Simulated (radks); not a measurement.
Values are calculated unless marked as measured or tabulated.
Radial electron density D(r) = 4 pi r^2 rho(r) of an atom or ion with 9 electrons. Level of theory: non-relativistic Kohn-Sham, Wu-Cohen GGA, spin-polarised, spherical densities, point nucleus (a radial shooting solver on a logarithmic mesh with Libxc functionals).

| r (bohr) | D(r) (e/bohr) | spin D(r) |
|---|---|---|
| 0.009362 | 0.5685 | -0.0000403 |
| 0.01039 | 0.6857 | -0.0000465 |
| 0.01143 | 0.8136 | -0.0000522 |
| 0.01269 | 0.9769 | -0.0000581 |
| 0.01408 | 1.170 | -0.0000625 |
| 0.01562 | 1.396 | -0.0000641 |
| 0.01733 | 1.661 | -0.0000604 |
| 0.01923 | 1.969 | -0.0000479 |
| 0.02134 | 2.325 | -0.0000211 |
| 0.02368 | 2.732 | 0.0000282 |
| 0.02628 | 3.194 | 0.000112 |
| 0.02916 | 3.713 | 0.000248 |
| 0.03235 | 4.289 | 0.000462 |
| 0.0359 | 4.921 | 0.000790 |
| 0.03983 | 5.604 | 0.00128 |
| 0.0442 | 6.327 | 0.00202 |
| 0.04904 | 7.077 | 0.00309 |
| 0.05441 | 7.835 | 0.00465 |
| 0.0599 | 8.521 | 0.00668 |
| 0.06646 | 9.220 | 0.00975 |
| 0.07375 | 9.841 | 0.0141 |
| 0.08183 | 10.35 | 0.0201 |
| 0.0908 | 10.70 | 0.0283 |
| 0.1007 | 10.87 | 0.0395 |
| 0.1118 | 10.84 | 0.0545 |
| 0.124 | 10.58 | 0.0744 |
| 0.1376 | 10.11 | 0.100 |
| 0.1527 | 9.447 | 0.134 |
| 0.1695 | 8.647 | 0.176 |
| 0.188 | 7.775 | 0.228 |
| 0.2086 | 6.915 | 0.291 |
| 0.2315 | 6.153 | 0.365 |
| 0.2569 | 5.569 | 0.451 |
| 0.285 | 5.225 | 0.547 |
| 0.3138 | 5.145 | 0.643 |
| 0.3482 | 5.309 | 0.750 |
| 0.3863 | 5.689 | 0.856 |
| 0.4286 | 6.205 | 0.952 |
| 0.4756 | 6.753 | 1.03 |
| 0.5278 | 7.224 | 1.08 |
| 0.5856 | 7.519 | 1.10 |
| 0.6498 | 7.567 | 1.08 |
| 0.721 | 7.336 | 1.03 |
| 0.8 | 6.833 | 0.944 |
| 0.8877 | 6.105 | 0.832 |
| 0.985 | 5.223 | 0.702 |
| 1.093 | 4.270 | 0.568 |
| 1.213 | 3.330 | 0.438 |
| 1.346 | 2.469 | 0.321 |
| 1.493 | 1.735 | 0.223 |
| 1.644 | 1.191 | 0.150 |
| 1.824 | 0.7477 | 0.0920 |
| 2.024 | 0.4414 | 0.0523 |
| 2.245 | 0.2443 | 0.0275 |
| 2.491 | 0.1259 | 0.0133 |
| 2.765 | 0.05986 | 0.00580 |
| 3.068 | 0.02597 | 0.00223 |
| 3.404 | 0.01018 | 0.000738 |

What is the nuclear charge?

Answer. Z = 10. The innermost maximum, from 1s, lies near 1/Z = 0.1 bohr (found: 0.104), and its height grows with Z. The density is that of the neon ion Ne+ in [He] 2s2 2p5; the configuration itself is not fixed sharply by these data. D(r) has 2 maxima, at r = 0.104, 0.629 bohr, and minima at 0.309 bohr, inside which lie 2.21 electrons.
